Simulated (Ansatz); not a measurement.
One change: `C[O][Al]([Cl])[Cl]` becomes `C[O][Al]([F])[Cl]`.

Ansatz, PBE0-D4/def2-TZVP geometries, multiplicity 1. Each molecule was computed in one conformer, which needn't be the lowest.

| property | `C[O][Al]([Cl])[Cl]` |
| --- | --- |
| zero-point energy (PBE0-D4/def2-TZVP) / kJ/mol | 119.7 |
| LUMO energy (B3LYP/def2-TZVPP) / eV | -1.13 |
| ideal-gas entropy at 298 K and 1 bar (rigid rotor, harmonic PBE0-D4/def2-TZVP) / J/(mol·K) | 369 |
| HOMO energy (PBE0/def2-TZVPP) / eV | -8.67 |
| HOMO–LUMO gap (B3LYP/def2-TZVPP) / eV | 7.30 |
| HOMO energy (PBE/def2-TZVPP) / eV | -7.13 |

(1) What does the change do to each property? (An estimate is asked.)

## Answers

(1) Computed: 
```tsv
property	`C[O][Al]([F])[Cl]`	shift
zero-point energy (PBE0-D4/def2-TZVP) / kJ/mol	122.3	2.6
LUMO energy (B3LYP/def2-TZVPP) / eV	-1.21	-0.08
ideal-gas entropy at 298 K and 1 bar (rigid rotor, harmonic PBE0-D4/def2-TZVP) / J/(mol·K)	357	-12
HOMO energy (PBE0/def2-TZVPP) / eV	-8.71	-0.04
HOMO–LUMO gap (B3LYP/def2-TZVPP) / eV	7.25	-0.05
HOMO energy (PBE/def2-TZVPP) / eV	-7.15	-0.02
```

B3LYP here is the variant with VWN-RPA as its local correlation; programs differ in this.
